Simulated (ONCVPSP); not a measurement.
**Configuration tests for Hf (ONCV)**

ONCVPSP 4.0.1 input, shortened (lines: element, Z, core and valence counts, functional; n l f; lmax; l rc ep ncon nbas qcut; lloc lpopt rc5 dvloc0; l nproj debl; icmod fcfact rcfact), PBE, fully relativistic:

```
  Hf 72.00   11    3        4      upf
    1    0    2.00
    2    0    2.00
    2    1    6.00
    3    0    2.00
    3    1    6.00
    3    2   10.00
    4    0    2.00
    4    1    6.00
    4    2   10.00
    4    3   14.00
    5    0    2.00
    5    1    6.00
    5    2    2.00
    6    0    1.00
    2
    0    2.20    0.00    3    8    2.80
    1    1.40    0.00    4    8    6.40
    2    3.10    0.00    4    9    4.80
    4    2    0.95    6.00
    0    2    1.10
    1    2    2.80
    2    2    1.60
    2    0.30    0.75
```

Open shells are filled in proportion to 2j + 1.

Energies are relative to the spin-unpolarised reference configuration 5p6 5d2 6s1; without spin polarisation the order of configurations can differ from experiment. Not all tests gave a result: 1 of 4 tests not solved or not reliable.

```tsv
valence configuration	charge	ΔE all-electron (eV)	error AE − PS (meV)
5p6 5d2 6s2	0	-7.980	-0.4
5p6 5d2 6s0	+2	14.180	-4.2
5p6 5d2 6s0 6p1	+1	4.640	-6.6
```

Levels in the configuration 5p6 5d2 6s0:

```json
{"level": "5p j=3/2", "all-electron (eV)": "-48.409", "pseudo (eV)": "-48.368"}
{"level": "5p j=1/2", "all-electron (eV)": "-56.194", "pseudo (eV)": "-56.140"}
{"level": "5d j=5/2", "all-electron (eV)": "-16.467", "pseudo (eV)": "-16.465"}
{"level": "5d j=3/2", "all-electron (eV)": "-17.045", "pseudo (eV)": "-17.041"}
```

These tests converged, but a pseudo level misses the all-electron one widely, so the file describes the atom poorly there or has found another state: 5p6 5d2 6s0 6p1: empty 6s by 5.7 eV.

Note: ghosts flagged at negative energy: s at -62.7 eV; GHOST(+) flagged for s at 120.0 eV. A true bound ghost makes a file unfit for plane-wave use.
